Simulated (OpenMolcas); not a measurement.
Ag2+ among 2 point charges of -1 e arranged as a linear pair (D∞h).

* Program: OpenMolcas 26.06
* Method: CASSCF
* Basis: ANO-RCC-VDZP [6s5p3d1f]
* Scalar Hamiltonian: DKH2, point nucleus
* Active space: 9 electrons in 5 orbitals (4d)
* State averaging: 2S+1 = 2 even, 5 roots
* Spin-orbit coupling: RASSI with atomic mean-field integrals over the reference wave functions

All point charges move together. At R = 1.9 Å the first state of the same spin is 4148 cm-1, and at R = 2.04 Å it is 3334 cm-1.

Q: A third run gives 2627 cm-1. What distance was it run at?

A: With a power law R^-n the two known points give n = -ln(3334 / 4148) / ln(2.04 / 1.9) = 3.07. Then R = 1.9 × (4148 / 2627)^(1/3.07) = 2.205 Å. The run was at 2.2 Å, so the estimate is off by +0.005 Å.

This is an electrostatic model: the charges have no orbitals. No measured value stands beside these numbers.
